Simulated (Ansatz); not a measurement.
C2H9BSi, SMILES `CB[SiH2]C` at its PBE0-D4/def2-TZVP geometry, where that method's forces vanish. Total charge 0; spin multiplicity 1.

```xyz
13

C    -1.3092   -1.4225    0.4954
B     0.2355   -1.3000    0.4005
Si    1.2243    0.3726   -0.1464
C     0.1295    1.8530   -0.5226
H    -1.6628   -2.1363    1.2437
H    -1.8661   -0.4873    0.5745
H    -1.5861   -1.8668   -0.4780
H     0.8928   -2.2842    0.6126
H     2.0741    0.0670   -1.3384
H     2.1702    0.7249    0.9583
H    -0.4748    2.1197    0.3480
H     0.7243    2.7261   -0.7992
H    -0.5518    1.6341   -1.3485
```

(1) What forces (eV/Å) does PBE-D4/def2-TZVPP give on these atoms in the Gaussian-basis code of Ansatz? (Best estimate.)

## Answers

(1) Computed: 
```
C1   0.158  0.066  0.060
B2   0.034  0.065 -0.024
Si3 -0.101 -0.133  0.039
C4   0.036 -0.015  0.006
H5  -0.081 -0.158  0.135
H6  -0.124  0.185  0.001
H7  -0.065 -0.091 -0.182
H8   0.074 -0.106  0.024
H9   0.105 -0.033 -0.115
H10  0.111  0.029  0.106
H11 -0.117  0.054  0.160
H12  0.102  0.175 -0.055
H13 -0.130 -0.037 -0.154
```
